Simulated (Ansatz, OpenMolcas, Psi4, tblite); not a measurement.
# How methods differ on SnSe (SMILES [Se][Sn])

SnSe: 2 atoms, total charge 0, spin state singlet. As SMILES, `[Se][Sn]`. The coordinates come from a PBE0-D4/def2-TZVP relaxation.

```xyz
2

Se    0.0000    0.0000    0.0065
Sn    0.0000    0.0000    2.3318
```

Each level gives the electronic atomisation energy (eV). The values are calculated. Electronic energies at fixed atoms, without zero-point motion or spin-orbit coupling.

```json
{"level": "GFN1-xTB", "kind": "semi-empirical", "program": "tblite", "value (eV)": "6.21", "less CCSD(T)/def2-TZVP": "+1.69", "CPU time (all runs)": "under 2 s"}
{"level": "SVWN5/def2-TZVP (core potential)", "kind": "LDA", "program": "Ansatz", "value (eV)": "5.79", "less CCSD(T)/def2-TZVP": "+1.27", "CPU time (all runs)": "6.8 s"}
{"level": "PBE/def2-TZVP (core potential)", "kind": "GGA", "program": "Ansatz", "value (eV)": "4.93", "less CCSD(T)/def2-TZVP": "+0.41", "CPU time (all runs)": "10 s"}
{"level": "r2SCAN/def2-TZVP (core potential)", "kind": "meta-GGA", "program": "OpenMolcas", "value (eV)": "4.75", "less CCSD(T)/def2-TZVP": "+0.23", "CPU time (all runs)": "73 s"}
{"level": "BHLYP/def2-TZVP (core potential)", "kind": "global hybrid", "program": "Ansatz", "value (eV)": "4.21", "less CCSD(T)/def2-TZVP": "-0.31", "CPU time (all runs)": "11 s"}
{"level": "wB97X-V/def2-TZVP (core potential)", "kind": "range-separated hybrid", "program": "Psi4", "value (eV)": "4.62", "less CCSD(T)/def2-TZVP": "+0.10", "CPU time (all runs)": "42 s"}
{"level": "B2PLYP/def2-TZVP (core potential)", "kind": "double hybrid", "program": "Ansatz", "value (eV)": "4.68", "less CCSD(T)/def2-TZVP": "+0.16", "CPU time (all runs)": "13 s"}
{"level": "RPA@PBE/def2-TZVP (core potential)", "kind": "RPA", "program": "Ansatz", "value (eV)": "4.17", "less CCSD(T)/def2-TZVP": "-0.35", "CPU time (all runs)": "16 s"}
{"level": "CCSD(T)/def2-TZVP (core potential)", "kind": "coupled cluster or CI", "program": "Ansatz", "value (eV)": "4.52", "less CCSD(T)/def2-TZVP": "0.00", "CPU time (all runs)": "15 s"}
{"level": "FCI/STO-3G", "kind": "exact in the basis", "program": "Ansatz", "value (eV)": "5.60", "less CCSD(T)/def2-TZVP": "+1.08", "CPU time (all runs)": "2.4 s"}
```

Differences are taken from CCSD(T)/def2-TZVP (core potential) for orientation; it has basis-set and higher-order errors of its own. All-electron rows without a relativistic Hamiltonian named are non-relativistic, while core potentials hold scalar relativity, so basis and relativity change together. The values span 4.17 to 6.21 eV. High-level rows in very small sets aren't better than simpler rows in larger ones. In the correlated wave-function rows the outer d shell of Se, Sn is correlated, in sets not made for it. Times are those of the runs behind each value, whatever else they computed, on shared processors of several kinds: orders of magnitude only.
